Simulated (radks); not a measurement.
Results of a calculation; reference values are marked as such.
Initial-state core-level shifts of neutral dysprosium when its valence configuration changes from [Xe] 4f10 6s2. Code: a radial shooting solver on a logarithmic mesh with Libxc functionals. Model: Dirac Kohn-Sham, PBE, spin-unpolarised, spherical densities, point nucleus; open shells are shared between the two j in proportion to 2j + 1. Shifts are changes of the shell-averaged eigenvalues in eV (positive: less bound).

\begin{tabular}{lrrrr}
valence & 1s & 3p & 3d & 5p \\ \hline
4f10 6p2 & -2.731 & -2.653 & -2.657 & -2.770 \\
4f8 5d2 6s2 & -13.698 & -16.650 & -16.481 & -6.078 \\
4f10 6s1 6p1 & -1.426 & -1.388 & -1.390 & -1.452 \\
4f9.5 6s2 6p0.5 & -4.544 & -5.136 & -5.108 & -3.067 \\
4f9 6s2 6p1 & -9.589 & -10.901 & -10.839 & -6.237 \\
4f7 5d2 6s2 6p1 & -25.344 & -30.354 & -30.084 & -12.307 \\
4f8 5d1 6s2 6p1 & -17.116 & -20.120 & -19.962 & -9.330 \\
4f9.5 5d0.5 6s2 & -3.120 & -3.707 & -3.673 & -1.627 \\
\end{tabular}
